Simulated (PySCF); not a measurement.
**How methods differ on the excitation energy of Ga²⁺**

Ga²⁺ [Ar] 3d10 4s1 (2S) → Ga²⁺ [Ar] 3d9 4s1 4p1 (high-spin determinant), as a difference of total energies. Computed with PySCF 2.14 in aug-cc-pVQZ-DK, with the spin-free X2C one-electron Hamiltonian (Gaussian nucleus). The calculations carry no spin-orbit coupling.

```tsv
method	excitation energy (eV)
UHF	21.362
LDA	24.378
PBE	23.813
PBE0	23.428
r2SCAN	23.285
BHandHLYP	23.134
wB97X-V	23.640
r2SCANh	23.198
TPSSh	23.392
```

A first-order spin-orbit estimate (lowest level to lowest level, LS coupling) adds -0.111 eV.

The determinant of the upper state mixes LS terms, which raises its energy above the lowest term, most at the Hartree-Fock and MP2 levels.
